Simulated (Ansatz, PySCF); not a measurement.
Si(Cl)2(NH2)2 (Cl2H4N2Si), SMILES Cl[Si](N)(Cl)N. Atoms are numbered in the order given.

```xyz
9

N     -0.2979    -1.3568     1.3521
Si     0.0000     0.0000     0.3636
N      0.2979     1.3568     1.3521
Cl    -1.6562     0.1151    -0.8937
Cl     1.6562    -0.1151    -0.8937
H      0.3812    -1.6226     2.0589
H     -0.8029    -2.1557     0.9830
H     -0.3812     1.6226     2.0589
H      0.8029     2.1557     0.9830
```

Geometry: B3LYP-D3(BJ)/def2-SVP. Other conformers were not sampled.

Two levels are set side by side: PBE-D3(BJ)/def2-SVP (Ansatz, a program for electronic structure) and B3LYP-D3(BJ)/def2-SVP (Ansatz). Each level has its own optimised geometry; the coordinates shown are those of the second. Frequencies come from the Hessian of PySCF at each geometry. Differences are taken from unrounded values.

| quantity | B3LYP-D3(BJ) |
|---|---|
| mean bond length (Å) | 1.454 |
| bond N1–Si2 (Å) | 1.705 |
| bond Si2–N3 (Å) | 1.705 |
| bond Si2–Cl4 (Å) | 2.083 |
| bond Si2–Cl5 (Å) | 2.083 |
| bond N1–H6 (Å) | 1.016 |
| bond N1–H7 (Å) | 1.015 |
| bond N3–H8 (Å) | 1.016 |
| bond N3–H9 (Å) | 1.015 |
| highest harmonic wavenumber (cm⁻¹) | 3674 |
| mean harmonic wavenumber (cm⁻¹) | 1176 |
| zero-point energy (kcal/mol) | 35.30 |

Task: What does PBE-D3(BJ) give, and how far is it from B3LYP-D3(BJ)? (The exact figures need the calculation; the answer reports its results.)

Result: 
```
quantity                            PBE-D3(BJ)  PBE-D3(BJ) minus B3LYP-D3(BJ)
----------------------------------  ----------  -----------------------------
mean bond length (Å)                     1.463                          0.008
bond N1–Si2 (Å)                          1.716                          0.011
bond Si2–N3 (Å)                          1.716                          0.011
bond Si2–Cl4 (Å)                         2.088                          0.006
bond Si2–Cl5 (Å)                         2.088                          0.006
bond N1–H6 (Å)                           1.023                          0.008
bond N1–H7 (Å)                           1.022                          0.008
bond N3–H8 (Å)                           1.023                          0.008
bond N3–H9 (Å)                           1.022                          0.008
highest harmonic wavenumber (cm⁻¹)        3598                            -76
mean harmonic wavenumber (cm⁻¹)           1150                            -26
zero-point energy (kcal/mol)             34.51                          -0.79
```

Exact exchange shortens and stiffens bonds; PBE has none. Differences between two approximate levels are no errors against the true value.
